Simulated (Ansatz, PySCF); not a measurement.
The Ansatz (a program for electronic structure) input:
Ansatz 0.2 input:
```yaml
crystal:
  periodic: [false, false, false]
  atoms:
    - {symbol: C, position_ang: [-1.20737674, 0.05679404, -0.23099301]}
    - {symbol: C, position_ang: [0.08149985, 0.01376709, 0.43060907]}
    - {symbol: C, position_ang: [1.30248053, -0.08335099, -0.14521574]}
    - {symbol: H, position_ang: [-1.90844225, -0.68637557, 0.17911264]}
    - {symbol: H, position_ang: [-1.70998107, 0.99470355, 0.05610396]}
    - {symbol: H, position_ang: [-1.14667474, -0.07339176, -1.30958177]}
    - {symbol: H, position_ang: [0.04418095, 0.06742610, 1.52303029]}
    - {symbol: H, position_ang: [1.50139258, 0.26564072, -1.15435202]}
    - {symbol: H, position_ang: [2.15990263, -0.49126387, 0.37928506]}
basis:
  gaussian:
    orbitals: STO-3G
total_charge: 1
magnetization: {spin_polarized: true, initial_magnetization: 1}
correlation: {method: mp2, electrons: outside_noble_gas}
accuracy: high
```

**Question.** Write the same job for PySCF.

**Answer.** Several could match; the one computed here: 
```python
from pyscf import gto, scf, mp

mol = gto.Mole()
mol.atom = '''
    C    -1.207377    0.056794   -0.230993
    C     0.081500    0.013767    0.430609
    C     1.302481   -0.083351   -0.145216
    H    -1.908442   -0.686376    0.179113
    H    -1.709981    0.994704    0.056104
    H    -1.146675   -0.073392   -1.309582
    H     0.044181    0.067426    1.523030
    H     1.501393    0.265641   -1.154352
    H     2.159903   -0.491264    0.379285
'''
mol.basis = 'sto-3g'
mol.charge = 1
mol.spin = 1
mol.verbose = 4
mol.build()

mf = scf.UHF(mol)
mf.kernel()

pt = mp.MP2(mf, frozen=3)
pt.kernel()
print('E(MP2) = %.10f' % pt.e_tot)
```

Both were run: Ansatz gave -115.533027 Eh and PySCF -115.533027 Eh, 0.000 mEh apart.
